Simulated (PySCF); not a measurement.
C₅H₁₁GaO, SMILES [O]([Ga]([CH3])[CH]=C)CC, GFN2-xTB optimised geometry.

```
18

Ga    -0.41     0.06     0.00
C     -1.11     1.98     0.00
H     -1.40     2.28    -1.01
H     -0.31     2.64     0.35
H     -1.97     2.09     0.65
C     -1.45    -1.69    -0.01
C     -2.78    -1.69    -0.05
H     -0.92    -2.64     0.01
H     -3.36    -2.60    -0.06
H     -3.35    -0.77    -0.07
O      1.33     0.06     0.00
C      2.56    -0.61    -0.02
C      2.39    -2.12    -0.03
H      3.12    -0.29    -0.91
H      3.14    -0.30     0.87
H      1.82    -2.42    -0.91
H      3.36    -2.61    -0.04
H      1.85    -2.43     0.87
```

Density from PySCF 2.14.0 with CAM-B3LYP/def2-SVP at that geometry.

Minimum of the electron density along straight lines between bonded atoms, close to the bond critical point (lines longer than 1.1 times the sum of covalent radii, or with two minima, are not listed):

```json
[
 {"bond": "Ga1–C2", "length / Å": "2.038", "ρ at the minimum / e bohr⁻³": "0.104", "∇²ρ there / e bohr⁻⁵": "0.11", "position (fraction from the first atom)": "0.47"},
 {"bond": "C2–H3", "length / Å": "1.091", "ρ at the minimum / e bohr⁻³": "0.269", "∇²ρ there / e bohr⁻⁵": "-0.96", "position (fraction from the first atom)": "0.63"},
 {"bond": "C2–H4", "length / Å": "1.091", "ρ at the minimum / e bohr⁻³": "0.271", "∇²ρ there / e bohr⁻⁵": "-0.99", "position (fraction from the first atom)": "0.63"},
 {"bond": "C2–H5", "length / Å": "1.091", "ρ at the minimum / e bohr⁻³": "0.270", "∇²ρ there / e bohr⁻⁵": "-0.97", "position (fraction from the first atom)": "0.63"},
 {"bond": "Ga1–C6", "length / Å": "2.040", "ρ at the minimum / e bohr⁻³": "0.103", "∇²ρ there / e bohr⁻⁵": "0.13", "position (fraction from the first atom)": "0.47"},
 {"bond": "C6–C7", "length / Å": "1.325", "ρ at the minimum / e bohr⁻³": "0.346", "∇²ρ there / e bohr⁻⁵": "-0.94", "position (fraction from the first atom)": "0.49"},
 {"bond": "C6–H8", "length / Å": "1.089", "ρ at the minimum / e bohr⁻³": "0.275", "∇²ρ there / e bohr⁻⁵": "-1.02", "position (fraction from the first atom)": "0.63"},
 {"bond": "C7–H9", "length / Å": "1.083", "ρ at the minimum / e bohr⁻³": "0.281", "∇²ρ there / e bohr⁻⁵": "-1.08", "position (fraction from the first atom)": "0.64"},
 {"bond": "C7–H10", "length / Å": "1.082", "ρ at the minimum / e bohr⁻³": "0.282", "∇²ρ there / e bohr⁻⁵": "-1.09", "position (fraction from the first atom)": "0.64"},
 {"bond": "Ga1–O11", "length / Å": "1.739", "ρ at the minimum / e bohr⁻³": "0.133", "∇²ρ there / e bohr⁻⁵": "0.96", "position (fraction from the first atom)": "0.48"},
 {"bond": "O11–C12", "length / Å": "1.403", "ρ at the minimum / e bohr⁻³": "0.254", "∇²ρ there / e bohr⁻⁵": "-0.37", "position (fraction from the first atom)": "0.66"},
 {"bond": "C12–C13", "length / Å": "1.524", "ρ at the minimum / e bohr⁻³": "0.251", "∇²ρ there / e bohr⁻⁵": "-0.60", "position (fraction from the first atom)": "0.50"},
 {"bond": "C12–H14", "length / Å": "1.098", "ρ at the minimum / e bohr⁻³": "0.280", "∇²ρ there / e bohr⁻⁵": "-1.06", "position (fraction from the first atom)": "0.63"},
 {"bond": "C12–H15", "length / Å": "1.098", "ρ at the minimum / e bohr⁻³": "0.280", "∇²ρ there / e bohr⁻⁵": "-1.06", "position (fraction from the first atom)": "0.63"},
 {"bond": "C13–H16", "length / Å": "1.090", "ρ at the minimum / e bohr⁻³": "0.275", "∇²ρ there / e bohr⁻⁵": "-1.01", "position (fraction from the first atom)": "0.63"},
 {"bond": "C13–H17", "length / Å": "1.087", "ρ at the minimum / e bohr⁻³": "0.276", "∇²ρ there / e bohr⁻⁵": "-1.02", "position (fraction from the first atom)": "0.63"},
 {"bond": "C13–H18", "length / Å": "1.090", "ρ at the minimum / e bohr⁻³": "0.275", "∇²ρ there / e bohr⁻⁵": "-1.01", "position (fraction from the first atom)": "0.63"}
]
```
